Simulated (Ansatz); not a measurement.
A nudged elastic band was laid between two geometries of C$_{2}$H$_{6}$ClFSi$_{2}$ (12 atoms, charge 0, multiplicity 1).

Level of theory: RKS PBE-D4/6-31G (Ansatz 0.2.0).

| Quantity | Value |
| --- | --- |
| movable images | 5 |
| climbing image | yes |
| spring | 5.0 eV/Å² |
| optimiser | quadratic models (default) |
| start path | IDPP |
| force threshold | 0.05 eV/Å |
| iteration limit | 45 |
| end points | relaxed |

Image 0:

```xyz
12
Properties=species:S:1:pos:R:3
C 1.331 -0.533 -0.940
C 0.253 -0.122 -0.225
Si -0.680 -1.372 0.859
F -2.120 -1.894 0.074
Si -0.293 1.694 -0.289
Cl 0.177 2.638 1.651
H 1.675 -1.576 -0.927
H 1.922 0.149 -1.567
H 0.205 -2.587 1.041
H -1.094 -0.734 2.163
H -1.783 1.843 -0.459
H 0.486 2.439 -1.347
```

Image 6:

```xyz
12
Properties=species:S:1:pos:R:3
C 1.461 -0.483 -0.767
C 0.290 -0.113 -0.187
Si -0.638 -1.349 0.920
F -0.219 -1.182 2.578
Si -0.436 1.602 -0.545
Cl -0.587 2.760 1.321
H 1.897 -1.481 -0.615
H 2.039 0.186 -1.419
H -2.128 -1.123 0.803
H -0.221 -2.746 0.504
H -1.848 1.511 -1.072
H 0.468 2.361 -1.488
```

(1) What changes between the two ends?

(2) Give the energies along the band, and the barrier.

(3) What is the geometry of the highest image?

Results:

(1) No bond is made or broken. The dihedral Si5–C2–Si3–F4 goes from 80 to -90°.

(2) The forces met the threshold. The highest image is number 4 of 0 to 6, 1.6 kcal/mol above the first end and 0.7 kcal/mol above the last; the last end lies 0.9 kcal/mol above the first. A vibrational analysis at the climbing image gives no mode beyond 40i cm⁻¹: the surface is too flat there to confirm a saddle point. Limits of this set-up: no polarisation functions.

```csv
image,path coordinate (Å),energy (kcal/mol),dihedral Si5–C2–Si3–F4 (°)
0,0.00,0.0,80
1,1.18,0.2,56
2,2.37,0.7,26
3,3.55,1.5,-2
4,4.73,1.6,-30
5,6.09,1.3,-64
6,7.45,0.9,-90
```

(3) 
```xyz
12
Properties=species:S:1:pos:R:3
C 1.739 0.082 0.119
C 0.394 -0.052 0.004
Si -0.558 -1.414 0.920
F -2.126 -0.777 1.226
Si -0.591 1.149 -1.097
Cl -1.382 2.812 0.107
H 2.346 -0.567 0.764
H 2.302 0.851 -0.427
H -0.746 -2.642 0.053
H 0.130 -1.760 2.224
H -1.775 0.485 -1.751
H 0.343 1.777 -2.107
```

Time of the run: 4.9 min on 1 thread of Arm Neoverse V2 (shared host), peak memory 0.14 GiB.
